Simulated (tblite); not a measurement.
Task: Write Cartesian coordinates for `C#CP(C(C)(C)C)C(F)(F)F` as optimised with GFN2-xTB.

Result: 
```
atom  x, y, z in Å
C1     2.5748    1.7599   -0.8681
C2     1.8071    0.8338   -0.8772
P3     0.7403   -0.5521   -1.0849
C4    -0.7618    0.0329   -0.0885
C5    -0.4350    0.4152    1.3518
C6    -1.2912    1.2482   -0.8540
C7    -1.7992   -1.0906   -0.1294
C8     1.6730   -1.5969    0.2057
F9     2.7217   -2.1736   -0.4063
F10    0.9214   -2.5945    0.6993
F11    2.1727   -0.9379    1.2602
H12    3.2368    2.5743   -0.8089
H13    0.3974    1.1157    1.3961
H14   -1.3050    0.8911    1.8025
H15   -0.1873   -0.4589    1.9503
H16   -2.2266    1.5877   -0.4128
H17   -0.5764    2.0688   -0.8222
H18   -1.4785    0.9959   -1.8976
H19   -1.4422   -1.9801    0.3857
H20   -2.7170   -0.7631    0.3563
H21   -2.0339   -1.3587   -1.1587
```

Any rigid rotation of these coordinates is as good. Atoms count from 1 in this order. The C–P distances run from 1.761 Å (C2–P3, drawn single) to 1.904 Å (P3–C8, drawn single), a spread of 0.143 Å. P3 (phosphine phosphorus) is pyramidal (angles 101.6°, 100.1° and 93.2°, sum 294.9°, 0.90 Å off the plane of its three neighbours). Of the pairs four or more bonds apart, F10···H19 is among the closest relative to their van der Waals radii: 2.46 Å, 92 % of the sum of Bondi's values. The 4 C–C bonds span 1.203 Å (C1≡C2, drawn triple) to 1.531 Å (C4–C6, drawn single), a spread of 0.328 Å.

Bonds between heavy atoms (Å): C1≡C2 1.203, C2–P3 1.761, P3–C4 1.895, C4–C5 1.526, C4–C6 1.531, C4–C7 1.530, P3–C8 1.904, C8–F9 1.344, C8–F10 1.343, C8–F11 1.340.

Structure optimised with GFN2-xTB, isolated species.

Point group: C1 (no symmetry element, even within 0.4 Å). Its GFN2-xTB frequencies are all real (lowest 45 cm⁻¹).

Hardware: an Arm Neoverse N1 with one thread, no GPU (shared host). Cost: 2.1 s. These figures are those of the optimisation.

These are computed values.
